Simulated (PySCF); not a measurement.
**Relaxation of doublet AsI₂**

Level of theory: UPBE0 in PySCF with As def2-SVP, I def2-SVP with ECP28; scalar-relativistic core potentials, no spin–orbit coupling; density-fitted integrals. A (50,194) grid was used.

A hand-made bent start, of C2v symmetry, held to at least that symmetry:

```xyz
3
charge 0 multiplicity 2, angstrom
As    0.0000    0.0000   -1.1249
I     2.0806    0.0000    0.3320
I    -2.0806    0.0000    0.3320
```

Optimiser trace:
```json
{"step": "0", "E − E(last) (kJ/mol)": "3.06", "largest gradient (Eh/bohr)": "0.00416"}
{"step": "1", "E − E(last) (kJ/mol)": "1.00", "largest gradient (Eh/bohr)": "0.00351"}
{"step": "2", "E − E(last) (kJ/mol)": "0.04", "largest gradient (Eh/bohr)": "0.00184"}
{"step": "3", "E − E(last) (kJ/mol)": "0.00", "largest gradient (Eh/bohr)": "0.00042"}
{"step": "4", "E − E(last) (kJ/mol)": "0.00", "largest gradient (Eh/bohr)": "0.00001"}
```

It ends at C2v with As–I 2.534 Å (×2); I–As–I 103.3° (after a last refinement on a finer grid). A frequency run shows a minimum. Other isomers or separated fragments may lie lower.

With an element this heavy the missing spin–orbit coupling can shift these numbers.

The relaxation took about 40 core-seconds on a shared host.
